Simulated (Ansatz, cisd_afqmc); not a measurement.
Species: CaF, charge 0, doublet. CaF (SMILES [F][Ca], doublet).
B3LYP-D3(BJ)/def2-TZVP minimum from Ansatz (a quantum-chemistry and plane-wave program):
```
Ca
F 1 1.9612
```
Charge 0, spin multiplicity 2.

Total energies in def2-SVP, 9 correlated electrons, 10 frozen orbitals. Open shells are spin-unrestricted; no spin-orbit coupling. Cores are frozen in correlated methods (noble-gas shells, and filled d and f shells in the p block). No relativity. AFQMC/CISD: phaseless, guided by CISD from CCSD amplitudes; bars are statistical, one sigma. Outlying blocks are dropped, and bars are widened where a walk drifts. Over all cases where full CI ran beside it in this data, AFQMC minus full CI had a median of +0.1 mEh and passed +0.4 mEh in a tenth of the cases. The spin of CaF ([F][Ca], doublet) was assumed, and the state is the lowest solution found for it.

```json
[
 {"method": "HF", "program": "Ansatz", "energy (Eh)": "-776.09439", "minus CCSDTQ (mEh)": "210.11"},
 {"method": "MP2", "program": "Ansatz", "energy (Eh)": "-776.30080", "minus CCSDTQ (mEh)": "3.71"},
 {"method": "CCSD", "program": "Ansatz", "energy (Eh)": "-776.30100", "minus CCSDTQ (mEh)": "3.51"},
 {"method": "CCSD(T)", "program": "Ansatz", "energy (Eh)": "-776.30387", "minus CCSDTQ (mEh)": "0.63"},
 {"method": "CCSDT(Q)", "program": "Ansatz", "energy (Eh)": "-776.30456", "minus CCSDTQ (mEh)": "-0.06"},
 {"method": "CCSDTQ", "program": "Ansatz", "energy (Eh)": "-776.30450", "minus CCSDTQ (mEh)": "0.00"},
 {"method": "AFQMC/CISD", "program": "cisd_afqmc", "energy (Eh)": "-776.3042 ± 0.0002", "minus CCSDTQ (mEh)": "0.3 ± 0.2"}
]
```

Rough core times of Ansatz's runs on a shared machine: CCSD(T) under 20 s, CCSDT(Q) under 20 s, CCSDTQ 5 min.
